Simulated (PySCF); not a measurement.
Mapped SMILES: `[CH3:1][CH2:2][CH:3]1[CH2:4][CH2:5][CH2:6][CH2:7]1`. Each H is labelled by its parent atom. Ha(C4), Ha(C5), Ha(C6), Ha(C7) are cis to C2 on the ring; Hb(C4), Hb(C5), Hb(C6), Hb(C7) are trans to C2 on the ring.

GIAO shifts from PySCF 2.14 on PBE0-D3(BJ)/def2-SVP geometries (one conformer, non-relativistic, equivalent nuclei averaged), against TMS at the same level and in the same medium; PCM means IEF-PCM chloroform.

Measured (solution, not stated per compound (mostly CDCl3 or CCl4); Pretsch, Buehlmann, Badertscher, Structure Determination of Organic Compounds, 4th ed. (2009)): C3 42.3, C4/C7 32.6, C5/C6 25.4 ppm.

Problem. Which unscaled values do B3LYP/pcSseg-1, gas; PBE0/pcSseg-1, PCM; WP04/pcSseg-1, PCM; wB97X-D/pcSseg-1, PCM give, and how close are they?

Solution. 
```
atoms  measured  B3LYP/pcSseg-1, gas  PBE0/pcSseg-1, PCM  WP04/pcSseg-1, PCM  wB97X-D/pcSseg-1, PCM
   C3      42.3                 45.2                43.7                45.6                   42.9
C4/C7      32.6                 35.9                35.0                36.6                   34.6
C5/C6      25.4                 30.3                29.6                31.8                   29.2
```

Mean absolute error for ¹³C: B3LYP/pcSseg-1, gas 3.7, PBE0/pcSseg-1, PCM 2.7, WP04/pcSseg-1, PCM 4.6, wB97X-D/pcSseg-1, PCM 2.1 ppm.
